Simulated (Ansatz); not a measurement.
The cluster Co₅O₄⁺. Charge 1, multiplicity 1. Geometry PBE-D4/def2-SVP.

```tsv
atom	x (Å)	y (Å)	z (Å)
Co1	2.614	-1.529	1.755
Co2	-2.192	0.244	-1.316
Co3	1.371	0.355	1.765
Co4	0.443	-0.982	0.290
Co5	-2.997	2.889	-3.077
O6	-2.695	1.534	-2.227
O7	1.609	-2.197	0.563
O8	2.741	-0.079	2.617
O9	-0.895	-0.237	-0.370
```

At PBE-D4/def2-TZVP an occupied level of the charge 1 singlet lies above an empty one (by up to 0.08 eV), so this SCF solution is probably not the lowest. This restricted singlet of an open-shell metal (gap down to -0.08 eV) wasn't tested against broken symmetry. No other spin state of charge 1 was run. The geometry of the singlet was relaxed on an unsound state (an occupied level 0.09 eV above an empty one). Another isomer (triplet) lies 12.02 eV lower at PBE0-D4/def2-TZVP; other spin states weren't run for this one.

(1) Estimate the orbital energies around the gap (eV) in Ansatz with PBE-D4/def2-TZVP, r2SCAN-D4/def2-TZVP, PBE0-D4/def2-TZVP.

Results:

(1) 
| orbital | PBE-D4/def2-TZVP | r2SCAN-D4/def2-TZVP | PBE0-D4/def2-TZVP |
| --- | --- | --- | --- |
| HOMO−9 | -9.46 | -9.54 | -10.99 |
| HOMO−8 | -9.35 | -9.40 | -10.93 |
| HOMO−7 | -9.25 | -9.32 | -10.75 |
| HOMO−6 | -9.22 | -9.28 | -10.62 |
| HOMO−5 | -9.03 | -9.15 | -10.61 |
| HOMO−4 | -8.88 | -9.05 | -10.57 |
| HOMO−3 | -8.87 | -9.00 | -10.42 |
| HOMO−2 | -8.78 | -8.98 | -10.29 |
| HOMO−1 | -8.70 | -8.95 | -10.11 |
| HOMO | -8.69 | -8.89 | -9.66 |
| LUMO | -8.77 | -8.70 | -7.87 |
| LUMO+1 | -8.64 | -8.57 | -7.34 |
| LUMO+2 | -8.40 | -8.29 | -7.14 |
| LUMO+3 | -8.23 | -8.14 | -6.96 |
| LUMO+4 | -8.06 | -7.98 | -6.77 |
| LUMO+5 | -7.92 | -7.87 | -6.64 |
